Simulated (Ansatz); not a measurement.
C₄H₁₃AlN, charge +2, quartet, at a GFN2-xTB geometry of the parent state (such geometries of metal compounds can be far from the true shape) (a state made from the parent by changing its charge; the spin is typed, not shown lowest); B3LYP/6-31G* (Ansatz, an electronic-structure program).

Here is a job for Ansatz.
Ansatz 0.2 input:
```yaml
crystal:
  periodic: [false, false, false]
  atoms:
    - {symbol: Al, position_ang: [-1.40397890, -0.71832228, -0.45946005]}
    - {symbol: H, position_ang: [-2.21807388, -1.38307979, 0.64256811]}
    - {symbol: H, position_ang: [-1.67112782, -0.57995054, -1.95416474]}
    - {symbol: C, position_ang: [-0.61068351, 1.91074676, 0.47017436]}
    - {symbol: C, position_ang: [0.53031389, 1.19693653, -0.23562742]}
    - {symbol: N, position_ang: [0.46876232, -0.26252383, -0.00214089]}
    - {symbol: C, position_ang: [1.44600606, -0.93558142, -0.87046584]}
    - {symbol: C, position_ang: [0.69685116, -0.60886488, 1.40610853]}
    - {symbol: H, position_ang: [-1.56795622, 1.39317005, 0.24704715]}
    - {symbol: H, position_ang: [-0.48191805, 1.95066816, 1.54904706]}
    - {symbol: H, position_ang: [-0.69951582, 2.93165926, 0.10520031]}
    - {symbol: H, position_ang: [0.43497589, 1.35463536, -1.31824661]}
    - {symbol: H, position_ang: [1.49876398, 1.59577289, 0.08439351]}
    - {symbol: H, position_ang: [1.18259267, -0.76444737, -1.91827693]}
    - {symbol: H, position_ang: [1.42817862, -2.00998747, -0.68487893]}
    - {symbol: H, position_ang: [2.45706737, -0.56311506, -0.69179899]}
    - {symbol: H, position_ang: [1.63103514, -0.18219451, 1.77724489]}
    - {symbol: H, position_ang: [-0.13652487, -0.25124016, 2.01980485]}
    - {symbol: H, position_ang: [0.73796665, -1.69545607, 1.50888953]}
basis:
  gaussian:
    orbitals: 6-31G*
hamiltonian:
  xc: b3lyp
total_charge: 2
magnetization: {spin_polarized: true, initial_magnetization: 3}
```

It wrote (shortened):

```
Functional definition: B3LYP
1296 factors; integrals over basis functions are off by at most 6.5e-4 eV
mean field evaluation 1: about -12369.2540 eV, gradient 9.0e1 eV
mean field evaluation 2: about -11886.8847 eV, gradient 2.4e2 eV
mean field evaluation 4: about -12406.0320 eV, gradient 3.6e1 eV
mean field evaluation 8: about -12419.5566 eV, gradient 1.3e0 eV
mean field evaluation 16: about -12419.9469 eV, gradient 8.0e-3 eV
mean field evaluation 32: about -12417.1519 eV, gradient 1.6e1 eV
mean field -12419.94692237 eV, -456.4246308549 hartree, gradient 3.3e-5 eV, S^2 3.759709; 5 other end points of the search recorded, 0 dependent functions left out
reference -12419.94720713 eV, -456.4246413195 hartree; 29, 26 occupied and 91, 94 virtual orbitals, 1296 factors
Total energy: -12419.94720713 eV, -456.4246413195 hartree
```
